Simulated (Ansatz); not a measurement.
fac-CoF3(H2O)3 (CoO3F3H6). Total charge 0; singlet. Geometry r2SCAN-D4/def2-SVP, basis def2-TZVP, Ansatz.

```xyz
13

Co    0.167    0.020    0.115
F     1.564   -1.102   -0.153
F     1.078    1.586    0.074
F     0.031   -0.157    1.913
O    -1.338    1.241    0.415
O    -0.810   -1.679    0.167
O     0.328    0.215   -1.830
H    -0.743    2.023    0.352
H    -1.328    1.047    1.380
H    -0.840   -1.655    1.151
H     0.019   -2.182   -0.005
H     1.071   -0.431   -1.853
H     0.799    1.073   -1.724
```

```
run  HOMO (eV)  LUMO (eV)
  A      -5.90      -4.04
  B      -6.71      -3.94
  C      -7.95      -3.49
  D      -9.15      -2.87
  E      -6.05      -4.44
  F      -5.81      -3.92
```

No other spin state of charge 0 was run.

Q: The runs used LDA (SPW92), PBE, PBE0, r2SCAN, r2SCANh, revPBE. Estimate which is which.

A: A PBE (0 % exact exchange); B r2SCAN (0 % exact exchange); C r2SCANh (10 % exact exchange); D PBE0 (25 % exact exchange); E LDA (SPW92) (0 % exact exchange); F revPBE (0 % exact exchange). Exact exchange lowers occupied and raises empty levels; among semilocal functionals meta-GGAs tend to open the gap a little, and such runs are hard to tell apart. The gap grows from 1.60 eV (LDA (SPW92)) to 6.28 eV (PBE0). The restricted singlet is unstable towards broken spin symmetry in Hartree–Fock (as tested in another run); at PBE-D4/def2-TZVP, r2SCAN-D4/def2-TZVP, r2SCANh-D4/def2-TZVP, PBE0-D4/def2-TZVP and others this wasn't settled.
